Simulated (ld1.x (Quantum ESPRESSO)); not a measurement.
# Cutoff test, Ti (Z = 22), RRKJ

ld1.x (Quantum ESPRESSO) 7.5 input, shortened:

```
&input
   title='Ti', zed=22., rel=2, dft='BLYP', iswitch=3,
   config='[Ar] 3d2 4s2 4p0', rel_dist='average'
 /
 &inputp
   pseudotype=2, tm=.false., rho0=0.005, lloc=0,
   nlcc=.true., new_core_ps=.true., rcore=1.90
 /
3
4P  2  1   0.00   0.00  4.15  4.15  0.0
3D  3  2   2.00   0.00  2.20  2.20  0.0
4S  1  0   2.00   0.00  2.10  2.10  0.0
 &test
   configts(1)='3d2 4s2 4p0'
 /
```

Open shells are filled in proportion to 2j + 1 (rel_dist='average').

The pseudo-atom Hamiltonian at the reference potential is diagonalised in spherical Bessel functions j_l(qr) that vanish at 20 bohr, with q² up to the cutoff. All-electron valence levels (Ry): 4p1/2 -0.0997, 4p3/2 -0.0977, 3d3/2 -0.3061, 3d5/2 -0.3027, 4s -0.3187.

Problem. How do the lowest levels (Ry) of each channel move with the cutoff, and are there ghosts?

Solution.

```
cutoff (Ry)  p1/2 #1  p3/2 #1  p3/2 #2  d3/2 #1  d5/2 #1  d5/2 #2     s #1    f #1    f #2  Σ f·Δε (mRy)
          8  -0.0997  -0.0977   0.0380   0.0383   0.0383   0.1154  -0.3001  0.0969  0.2208         721.7
         12  -0.0997  -0.0977   0.0380   0.0369   0.0369   0.1106  -0.3117  0.0969  0.2208         695.9
         21  -0.0997  -0.0977   0.0380  -0.1474  -0.1455   0.0479  -0.3173  0.0969  0.2208         318.4
         30  -0.0997  -0.0977   0.0380  -0.2932  -0.2899   0.0455  -0.3180  0.0969  0.2208          26.9
         45  -0.0997  -0.0977   0.0380  -0.3059  -0.3024   0.0453  -0.3184  0.0969  0.2208           1.0
         55  -0.0997  -0.0977   0.0380  -0.3061  -0.3027   0.0453  -0.3186  0.0969  0.2208           0.2
        400  -0.0997  -0.0977   0.0380  -0.3061  -0.3027   0.0453  -0.3186  0.0969  0.2208           0.0
```

Result: no extra level below or beside the all-electron valence levels (p1/2, p3/2, d3/2, d5/2, s, f tested); 10 mRy is reached at 35 Ry and 1 mRy at 45 Ry.

Its largest configuration-test error is -327 meV.
